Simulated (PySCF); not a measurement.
# Tellurium: a sound run and one with changed settings

Sound run: Te(2+) [Kr] 4d10 5s2 5p2, Te(3+) [Kr] 4d10 5s2 5p1. Calculation: PySCF 2.14, in x2c-TZVPall; the spin-free X2C one-electron Hamiltonian (Gaussian nucleus). In the sound run the correlated levels freeze [Kr] 4d10. The sound run starts from symmetry-adapted Hartree-Fock orbitals and uses a fine grid where one is needed.

Changed run: initial guess 1e, at most 50 SCF cycles.

```tsv
species	method	sound run (hartree)	changed run (hartree)	converged
Te(2+)	UHF	-6789.89479	-6789.89479	yes
Te(2+)	M06-2X	-6793.26732	-6793.26732	yes
Te(3+)	UHF	-6788.90520	-6788.90520	yes
Te(3+)	M06-2X	-6792.25839	-6792.25839	yes
```

Here the plain start reaches the same solutions.
